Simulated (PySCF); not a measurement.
## Towards the basis-set limit for BaH

State: ²Σ⁺, doublet, unpaired electrons σ ↑. De refers to Ba + H. ROHF-based CCSD(T) in PySCF 2.14 with Ba cc-pwCVDZ-X2C, H aug-cc-pVDZ-DK and Ba cc-pwCVTZ-X2C, H aug-cc-pVTZ-DK (frozen core orbitals: 23; spin-free X2C with a Gaussian nucleus). Correlation energies are extrapolated as n⁻³ (n = 2, 3), Hartree–Fock as (n+1)·exp(−9√n).

| Level | Re (Å) | ωe (cm⁻¹) | ωexe (cm⁻¹) | αe (cm⁻¹) | De (eV) |
| --- | --- | --- | --- | --- | --- |
| CCSD(T)/DZ | 2.3180 | 1086.6 | 14.3 | 0.0648 | 1.744 |
| CCSD(T)/TZ | 2.2568 | 1144.7 | 14.0 | 0.0633 | 1.996 |
| HF/CBS | 2.3095 | 1130.6 | 12.4 | 0.0550 | 1.692 |
| MP2/CBS | 2.2273 | 1188.7 | 12.9 | 0.0607 | 1.899 |
| CCSD/CBS | 2.2447 | 1161.6 | 13.7 | 0.0626 | 2.128 |
| CCSD(T)/CBS | 2.2396 | 1162.4 | 13.9 | 0.0636 | 2.071 |

Question: How much is left between CCSD(T)/TZ and the basis-set limit, and how much do the triples give at the limit?

Answer: CCSD(T)/CBS less CCSD(T)/TZ: -17.2 mÅ in Re, +17.7 cm⁻¹ in ωe and +0.075 eV in De. CCSD(T)/CBS less CCSD/CBS: -5.1 mÅ in Re, +0.8 cm⁻¹ in ωe and -0.057 eV in De.

The T1 diagnostic is 0.023. The state was picked by a PBE0 search and need not be the measured ground state. Spin–orbit coupling, excitations beyond (T) and corrections to the Born–Oppenheimer picture are left out.

The whole job (state search and all basis sets along the bond) took about 4.8 min on 4 threads of Intel Xeon 6975P-C (shared host), peak memory 5.2 GiB.
